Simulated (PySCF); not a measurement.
## Atomic charges against the basis set

Species: C3H7NOSi.
Atom-mapped SMILES: `[O:1]=[CH:2][CH2:3]/[CH:4]=[N:5]\[SiH3:6]` (hydrogens: H7 on C2; H8, H9 on C3; H10 on C4; H11, H12, H13 on Si6)

PBE0 throughout (PySCF), one geometry, spherical d and f functions. One conformer (not necessarily the lowest) at the PBE0-D3(BJ)/def2-SVP geometry, without solvent, vibrations or thermal averaging. The first 7 of 10 kinds of atom are listed.

Mulliken charges (e):

```json
{"basis": "STO-3G", "functions": "41", "O1": "-0.174", "C2": "+0.105", "C3": "-0.194", "C4": "+0.032", "N5": "-0.401", "Si6": "+0.639", "H7": "+0.058"}
{"basis": "6-31G", "functions": "72", "O1": "-0.355", "C2": "+0.225", "C3": "-0.492", "C4": "+0.074", "N5": "-0.582", "Si6": "+0.674", "H7": "+0.154"}
{"basis": "pcSseg-0", "functions": "72", "O1": "-0.428", "C2": "+0.280", "C3": "-0.708", "C4": "+0.138", "N5": "-0.800", "Si6": "+0.680", "H7": "+0.220"}
{"basis": "6-31G*", "functions": "102", "O1": "-0.352", "C2": "+0.241", "C3": "-0.496", "C4": "+0.063", "N5": "-0.443", "Si6": "+0.443", "H7": "+0.148"}
{"basis": "cc-pVDZ", "functions": "123", "O1": "-0.183", "C2": "+0.139", "C3": "-0.081", "C4": "+0.065", "N5": "-0.292", "Si6": "+0.300", "H7": "+0.024"}
{"basis": "def2-SVP", "functions": "123", "O1": "-0.200", "C2": "+0.129", "C3": "-0.066", "C4": "+0.014", "N5": "-0.322", "Si6": "+0.436", "H7": "+0.036"}
{"basis": "aug-cc-pVDZ", "functions": "205", "O1": "-0.502", "C2": "+0.681", "C3": "+0.321", "C4": "+0.692", "N5": "-0.632", "Si6": "-0.533", "H7": "-0.176"}
{"basis": "6-311+G(2d,p)", "functions": "212", "O1": "-0.319", "C2": "+0.235", "C3": "-0.450", "C4": "-0.027", "N5": "-0.416", "Si6": "+0.565", "H7": "+0.117"}
{"basis": "def2-TZVP", "functions": "234", "O1": "-0.246", "C2": "+0.077", "C3": "-0.130", "C4": "-0.053", "N5": "-0.263", "Si6": "+0.215", "H7": "+0.089"}
{"basis": "cc-pVTZ", "functions": "282", "O1": "-0.231", "C2": "+0.154", "C3": "-0.183", "C4": "-0.016", "N5": "-0.252", "Si6": "+0.208", "H7": "+0.059"}
{"basis": "IGLO-III", "functions": "289", "O1": "-0.381", "C2": "+0.273", "C3": "-0.238", "C4": "+0.032", "N5": "-0.517", "Si6": "+0.867", "H7": "+0.077"}
{"basis": "pcSseg-2", "functions": "321", "O1": "-0.338", "C2": "+0.249", "C3": "-0.019", "C4": "+0.085", "N5": "-0.455", "Si6": "+0.659", "H7": "+0.021"}
```

IAO charges (e):

```tsv
basis	functions	O1	C2	C3	C4	N5	Si6	H7
STO-3G	41	-0.169	+0.092	-0.335	-0.017	-0.415	+0.702	+0.087
6-31G	72	-0.339	+0.230	-0.366	+0.046	-0.474	+0.550	+0.108
pcSseg-0	72	-0.326	+0.230	-0.378	+0.049	-0.472	+0.546	+0.104
6-31G*	102	-0.359	+0.275	-0.358	+0.077	-0.521	+0.692	+0.094
cc-pVDZ	123	-0.353	+0.272	-0.359	+0.075	-0.514	+0.682	+0.093
def2-SVP	123	-0.353	+0.273	-0.355	+0.077	-0.513	+0.700	+0.091
aug-cc-pVDZ	205	-0.377	+0.282	-0.363	+0.075	-0.527	+0.686	+0.100
6-311+G(2d,p)	212	-0.378	+0.283	-0.365	+0.077	-0.537	+0.721	+0.102
def2-TZVP	234	-0.376	+0.284	-0.365	+0.079	-0.539	+0.731	+0.100
cc-pVTZ	282	-0.373	+0.283	-0.366	+0.078	-0.534	+0.715	+0.099
IGLO-III	289	-0.378	+0.283	-0.366	+0.077	-0.539	+0.729	+0.102
pcSseg-2	321	-0.377	+0.284	-0.366	+0.078	-0.538	+0.728	+0.100
```

Which scheme is steadiest as the basis changes?

Largest range over the bases for any column: IAO 0.21 e, Mulliken 1.40 e. IAO charges move least and Mulliken charges most, counted in e. Without the minimal STO-3G basis the ranges are IAO 0.18, Mulliken 1.40 e.

How much do the charges still move between the two largest bases, IGLO-III and pcSseg-2?

At most, over all atoms: Mulliken 0.219 e, IAO 0.001 e.

What do the same runs give for the total energy, the frontier levels and the dipole moment?

```tsv
basis	energy (Eh)	HOMO (eV)	LUMO (eV)	μ (D)
STO-3G	-531.0271	-3.97	2.10	1.63
6-31G	-537.4095	-6.89	-1.43	1.97
pcSseg-0	-536.6091	-7.03	-1.62	1.90
6-31G*	-537.5318	-7.05	-1.38	1.58
cc-pVDZ	-537.5668	-7.05	-1.45	1.48
def2-SVP	-537.2815	-7.14	-1.56	1.55
aug-cc-pVDZ	-537.5863	-7.25	-1.73	1.73
6-311+G(2d,p)	-537.6416	-7.31	-1.76	1.74
def2-TZVP	-537.6638	-7.27	-1.71	1.65
cc-pVTZ	-537.6561	-7.23	-1.65	1.60
IGLO-III	-537.6689	-7.30	-1.75	1.71
pcSseg-2	-537.6697	-7.29	-1.75	1.73
```

The dipole is fixed by the density alone, so its range of 0.49 D shows that the density itself changes with the basis, not only its division among atoms.
